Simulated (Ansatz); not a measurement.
A geometry relaxed with PBE-D3(BJ)/def2-TZVP run with Ansatz (a quantum-chemistry and plane-wave program), charge 0, multiplicity 1:

```xyz
13

Si     0.1018     0.0956    -0.5591
H     -0.9601    -2.9192    -0.7584
Si    -0.4889     2.0485     0.6045
H     -1.8716     2.4685     0.2131
H      0.4629     3.1605     0.2963
H     -0.4658     1.7783     2.0753
H     -1.3317    -1.9215     1.4335
H      0.0793     0.3568    -2.0349
H      3.8854    -0.9988     0.6438
Si    -1.3590    -1.6690    -0.0404
C      2.9058    -0.7124     0.3148
H     -2.7540    -1.3015    -0.4409
C      1.7960    -0.3860    -0.0689
```

Q: Write the SMILES of this molecule.

A: `C#C[SiH]([SiH3])[SiH3]`
